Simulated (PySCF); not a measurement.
A PySCF script (with the pyscf-properties extension) for the NMR shieldings of SMILES C/C(=C/[C@H](C)BF)C1CC1, C$_{8}$H$_{14}$BF, on a GFN2-xTB geometry:

```python
import basis_set_exchange as bse
import numpy as np
from pyscf import gto, dft
from pyscf.prop import nmr

atoms = """
C    -1.591364   -1.681026   -0.046522
C    -0.599881   -0.558729   -0.155956
C     0.711114   -0.820802   -0.175430
C     1.851163    0.168640   -0.271175
C     3.076555   -0.469736   -0.922638
B     1.927713    0.471335    1.277376
F     1.225747    1.474979    1.771811
C    -1.136358    0.816771   -0.245691
C    -2.595171    1.114695   -0.454093
C    -1.973060    1.383357    0.876526
H    -2.307264   -1.488311    0.750677
H    -1.088300   -2.621896    0.161760
H    -2.145806   -1.788056   -0.979193
H     1.033958   -1.849235   -0.079818
H     1.546705    1.035226   -0.861741
H     3.418931   -1.323575   -0.342741
H     2.842483   -0.805822   -1.931313
H     3.889012    0.251043   -0.979276
H     2.495951   -0.200398    2.055423
H    -0.450366    1.522880   -0.696219
H    -2.843850    1.957968   -1.081610
H    -3.292533    0.296669   -0.539452
H    -2.217114    0.730541    1.700764
H    -1.790000    2.403247    1.176087
"""
names = dict.fromkeys(["C", "B", "F", "H"], "pcSseg-1")
basis = {el: gto.basis.parse(bse.get_basis(n, elements=[el], fmt="nwchem")) for el, n in names.items()}
mol = gto.M(atom=atoms, basis=basis, charge=0, verbose=0)
mf = dft.RKS(mol, xc="PBE0")
mf.grids.level = 2
mf.grids.alignment = dft.numint.BLKSIZE   # the property module wants whole blocks of grid points
mf.conv_tol = 1e-9
mf.kernel()

calc = nmr.RKS(mf)   # GIAO
C = mf.mo_coeff
Co = C[:, mf.mo_occ > 0]
resp = mf.gen_response(singlet=True, hermi=2)
def vind(x):   # induced exchange potential for any number of trial vectors
    d = np.einsum("pi,xij,qj->xpq", C, 2 * x.reshape(-1, C.shape[1], Co.shape[1]), Co, optimize=True)
    return np.einsum("xpq,pi,qj->xij", resp(d - d.transpose(0, 2, 1)), C, Co, optimize=True).ravel()
mo1, _ = nmr.rhf.solve_mo1(calc, with_cphf=vind)
sigma = calc.kernel(mo1)
for i, s in enumerate(sigma):   # ppm
    w = np.linalg.eigvalsh((s + s.T) / 2)
    print("%2d %-2s iso %8.1f  s11 %8.1f  s22 %8.1f  s33 %8.1f" % (i, mol.atom_pure_symbol(i), w.mean(), *w))
```

Q: What does it print?

A: 
```
 0 C  iso    163.6  s11    146.6  s22    159.1  s33    185.2
 1 C  iso     32.1  s11    -85.7  s22     26.8  s33    155.3
 2 C  iso     61.9  s11    -32.3  s22     94.4  s33    123.5
 3 C  iso    153.1  s11    130.6  s22    159.4  s33    169.3
 4 C  iso    169.7  s11    157.3  s22    164.3  s33    187.5
 5 B  iso     56.8  s11     16.1  s22     68.8  s33     85.6
 6 F  iso    216.7  s11     49.2  s22    123.7  s33    477.4
 7 C  iso    168.6  s11    127.2  s22    163.3  s33    215.3
 8 C  iso    180.0  s11    155.1  s22    177.1  s33    207.9
 9 C  iso    178.3  s11    152.0  s22    177.1  s33    205.9
10 H  iso     30.4  s11     25.2  s22     30.8  s33     35.2
11 H  iso     30.1  s11     25.6  s22     29.3  s33     35.3
12 H  iso     30.0  s11     25.5  s22     28.4  s33     36.1
13 H  iso     26.8  s11     23.3  s22     26.5  s33     30.7
14 H  iso     29.4  s11     24.4  s22     31.1  s33     32.6
15 H  iso     30.5  s11     26.7  s22     28.5  s33     36.2
16 H  iso     30.5  s11     26.0  s22     28.8  s33     36.6
17 H  iso     30.5  s11     25.6  s22     27.9  s33     37.9
18 H  iso     26.9  s11     24.9  s22     26.0  s33     29.9
19 H  iso     30.0  s11     22.7  s22     29.8  s33     37.4
20 H  iso     31.0  s11     24.7  s22     26.9  s33     41.5
21 H  iso     30.9  s11     24.6  s22     29.5  s33     38.7
22 H  iso     31.4  s11     26.2  s22     29.1  s33     39.0
23 H  iso     30.8  s11     25.6  s22     26.7  s33     40.1
```

These numbers come from an equivalent density-fitted implementation of the same equations, which agrees with the script to about 0.01 ppm for H and up to a few tenths of a ppm for heavy atoms, so last digits may differ.

Size and cost of the density-fitted run: 240 basis functions, 75 s wall time on 1 thread of an Arm Neoverse V1, shared host; peak memory 1.2 GiB.
